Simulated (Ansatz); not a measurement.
TeSe2⁻. Total charge -1; doublet. Geometry B3LYP-D4/def2-TZVP, that of the neutral singlet; atoms count from 1.

```csv
atom,x (Å),y (Å),z (Å)
Se1,-1.2340,-0.6641,-0.1915
Se2,-0.0171,1.0508,0.9465
Te3,1.2511,-0.3867,-0.7551
```

In the def2 sets Te takes a core potential; there is no spin–orbit coupling. The highest occupied level of the charge -1 doublet lies above zero (up to 0.32 eV). By energy differences its removal costs 1.38 eV (vertical, to the charge 0 singlet, at PBE0-D4/def2-TZVPD); a positive level beside a positive removal energy at the same level points to self-interaction error. The structure comes from a short search, and lower isomers may exist.

Q: Estimate the Mulliken populations from the PBE0/def2-TZVPD orbitals of Ansatz.

A: 
| atom | charge (e) | spin (α − β) |
| --- | --- | --- |
| Se1 | -0.32 | 0.18 |
| Se2 | -0.32 | 0.18 |
| Te3 | -0.37 | 0.64 |
Mulliken values and Mayer orders depend strongly on the basis. With diffuse functions, as here, like atoms can get unlike values, and bond orders can come out too low or too high.

Q: Where does the spin sit?

A: Summed by element: Se 0.36, Te 0.64, of 1 unpaired in all. Largest on single atoms: Te3 0.64, Se1 0.18, Se2 0.18.

Q: And the Mayer bond orders between bonded heavy atoms (over 0.3)?

A: Se1–Se2 0.92 (2.39 Å); Se1–Te3 0.74 (2.56 Å); Se2–Te3 0.74 (2.56 Å).
